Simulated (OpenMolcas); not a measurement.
A calculation on Mo⁺.

| Quantity | Value |
| --- | --- |
| Program | OpenMolcas |
| Method | SS-CASPT2, IPEA 0.25 Eh, imaginary shift 0.1 Eh (closed shells correlated: 4s 4p) |
| Basis | ANO-RCC-VTZP [7s6p4d2f1g] |
| Scalar Hamiltonian | DKH2, point nucleus |
| Active space | 5 electrons in 5 orbitals (4d) |
| State averaging | 2S+1 = 6 even, 1 root; 2S+1 = 4 even, 24 roots; 2S+1 = 2 even, 75 roots (67 in the spin-orbit step) |
| Spin-orbit coupling | RASSI with atomic mean-field integrals over the reference wave functions, term energies averaged over their components |

Q: Which level of the active space comes out lowest?

A: 4d⁵ ⁶S_5/2, with 99 % of that term; it is also the measured ground level.

Q: How high does 4d⁵ ⁴P_3/2 [68 %] lie?

A: 18550 cm⁻¹ above the lowest level.

Q: How high does 4d⁵ ⁴P_1/2 lie?

A: 18870 cm⁻¹ above the lowest level.

Q: How high does 4d⁵ ²I_11/2 lie?

A: 25350 cm⁻¹ above the lowest level.

Q: The level at 18350 cm⁻¹ has J = 5/2. What is it made of, and what is its g factor?

A: 65 % 4d⁵ ⁴P_5/2, 32 % 4d⁵ ⁴D; g = 1.517, against 1.601 from Landé's formula for the pure leading term.

Measured values: NIST Handbook of Basic Atomic Spectroscopic Data.

Term energies are means over components that CASPT2 splits; among the terms shown or strongly mixed into the levels shown the widest spread is 240 cm-1 (4d⁵ ²I). Some high roots are left out of the spin-orbit mixing, which shifts the levels that they would mix with. Configurations with an s electron lie low at this charge and mix in, so terms can be misplaced. Computed and measured levels are paired by configuration, term and J; levels that our copy of the source lacks, or whose pairing is in doubt (as where it misses far off the trend of its configuration), stay unpaired and out of the deviations. Only configurations of the active space appear.

A share in square brackets marks a mixed level and gives the weight of the term that names it.
